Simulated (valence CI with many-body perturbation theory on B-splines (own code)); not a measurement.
Valence orbitals of Hf31+

Calculated by configuration interaction combined with many-body perturbation theory (CI+MBPT): five valence electrons over a frozen Dirac-Fock core [Kr], a basis of 7 s, 7 p, 8 d, 6 f, 4 g, 1 h functions for each j, with the one-electron correlation potential Σ1, the two-electron term Σ2, the three-electron term Σ3, Breit, model QED; selected CI, second order for the rest (own B-spline code, finite nucleus).

No measured spectrum was set against this ion. As an estimate, large intervals hold to a few tenths of a per cent, small ones and those within an open d or f shell to about a per cent. Only levels of the ground parity were solved; by the run's estimate the other parity begins above the list, which can be wrong where configurations are misplaced.

These are the spectroscopic orbitals of the CI (the correlating ones are not listed), shaped by the core and the other valence electrons. h is the expectation value of the core's Dirac-Fock operator, without the valence repulsion; Σ1 is computed up to l = 3 at one energy for each symmetry, that of its lowest orbital but kept below the first core excitation, so for empty shells it is not the orbital's own correlation shift; Breit and QED include the response of the core.

```tsv
Orbital	h (hartree)	Σ1 (cm⁻¹)	Breit (cm⁻¹)	QED (cm⁻¹)	⟨r⟩ (bohr)
5s1/2	-37.073	-10930	3721	2879	0.7766
6s1/2	-23.98	-4292	1964	1533	1.200
7s1/2	-16.807	-2218	1136	900	1.721
5p1/2	-35.409	-10788	5708	21.3	0.7899
6p1/2	-23.09	-4404	3092	14.6	1.224
7p1/2	-16.275	-2319	1818	9.5	1.755
5p3/2	-34.19	-9591	3325	286	0.8207
6p3/2	-22.449	-4044	1829	159	1.260
7p3/2	-15.896	-2158	1181	95.7	1.798
4d3/2	-53.856	-22255	6320	-689	0.4494
5d3/2	-31.539	-9967	2636	-232	0.8304
6d3/2	-21.022	-4553	1409	-120	1.296
4d5/2	-53.24	-21530	3643	-358	0.4559
5d5/2	-31.276	-9821	1582	-101	0.8383
6d5/2	-20.881	-4482	853	-51.4	1.306
4f5/2	-46.435	-44426	1246	-549	0.4304
5f5/2	-28.433	-9695	659	-188	0.8426
4f7/2	-46.285	-40034	-273	-437	0.4330
5f7/2	-28.366	-9472	46.1	-142	0.8452
5g7/2	-26.354		-132	-72.8	0.8056
5g9/2	-26.334		-256	-56.4	0.8066
```

Among the shells of the start configuration 4d5, Σ1 is largest in size for 4d3/2, where it is 0.19 % of h.

Lowest root of each symmetry, sizes in configuration state functions:

| J | Parity | Roots | Reference | Variational | Second order | Change by selected CI (cm⁻¹) | Change by second order (cm⁻¹) |
| --- | --- | --- | --- | --- | --- | --- | --- |
| 1/2 | even | 4 | 77 | 22652 | 289672 | -9466 | -27 |
| 3/2 | even | 7 | 141 | 26002 | 626095 | -8888 | -74 |
| 5/2 | even | 10 | 183 | 27129 | 914356 | -8230 | -119 |
| 7/2 | even | 7 | 192 | 25093 | 931413 | -8720 | -202 |
| 9/2 | even | 5 | 181 | 25047 | 858826 | -9081 | -207 |
| 11/2 | even | 3 | 150 | 25117 | 671710 | -8925 | -84 |
| 13/2 | even | 1 | 112 | 20008 | 495224 | -9181 | -37 |
